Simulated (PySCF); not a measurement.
Te(Cl)(NMe2) (C₂H₆ClNTe), SMILES [Te](Cl)N(C)C.

Geometry optimised at PBE0-D3(BJ)/def2-SVP. This is a generated structure with no PubChem entry under its InChIKey; it may be hypothetical. The def2 effective core potentials stand for the cores of Te; spin–orbit coupling is left out. The values are those of a single conformer.

Method: PBE/def2-TZVP (PySCF).

Gas-phase values at a fixed geometry.

```
Item                                                                                                             Value
---------------------------------------------------------------------------------------------  -----------------------
total energy                                                                                        -862.50243 hartree
point group                                                                                                         Cs
highest occupied level                                                                                        -5.12 eV
lowest empty level                                                                                            -2.80 eV
orbital gap                                                                                                    2.33 eV
dipole moment                                                                                                   2.85 D
quadrupole, principal values (traceless, Buckingham form, about the centre of nuclear charge)   -5.96, -0.96, 6.92 D·Å
mean static polarisability                                                                       86.7 bohr³ (12.85 Å³)
polarisability, principal values                                                               70.3, 82.2, 107.6 bohr³
```
